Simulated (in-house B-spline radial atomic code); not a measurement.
## Lu VI (Lu5+): [Ar] 3d10 4s2 (4p1/2)2 (4p3/2)3 4d10 4f13 5s2 5p6 (with a hole in an inner shell)

Computed with an all-electron radial atomic-structure program (B-spline basis): Dirac-Hartree-Fock, average of the jj configuration, Fermi nucleus of rms radius 5.37 fm.

Z_r = [3n² - l(l+1)]/(2<r>); Z_e = n√(-2ε); the last column is Slater's effective charge. Values are occupation-weighted means over j. An effective charge above Z reflects the relativistic contraction of the inner shells.

```
shell  electrons   ε (eV)  <r> (bohr)    Z_r    Z_e  Slater
   1s          2   -63796     0.01932  77.64  68.48   70.70
   2s          2   -11059     0.08117  73.92  57.02   66.85
   2p          6  -9788.1     0.07253  68.94  53.64   66.85
   3s          2  -2625.7      0.2116  63.81  41.68   59.75
   3p          6  -2232.5      0.2112  59.18  38.43   59.75
   3d         10  -1734.1      0.1924  54.57  33.87   49.85
   4s          2  -610.28      0.4767  50.34  26.79   43.60
   4p          5  -484.45       0.504  45.64  23.87   43.60
   4d         10  -297.01      0.5436  38.63  18.69   32.85
   5s          2  -138.67       1.133  33.09  15.96   15.05
   5p          6  -101.02       1.282  28.47  13.62   15.05
   4f         13  -97.673      0.6411  28.08  10.72   21.80
```

The least bound orbital is 4f7/2 at -96.63 eV, while the most diffuse is 5p3/2 (<r> = 1.308 bohr against 0.6453 bohr): energy order and size order differ. The part-filled 4p shell lies below the filled 5p shell in orbital energy.

For the 1s electron the small component carries 7.11 % of the norm, the zero-frequency Breit interaction raises the level by 211.9 eV, self-energy by 130.8 eV, and vacuum polarisation lowers it by 23.65 eV.
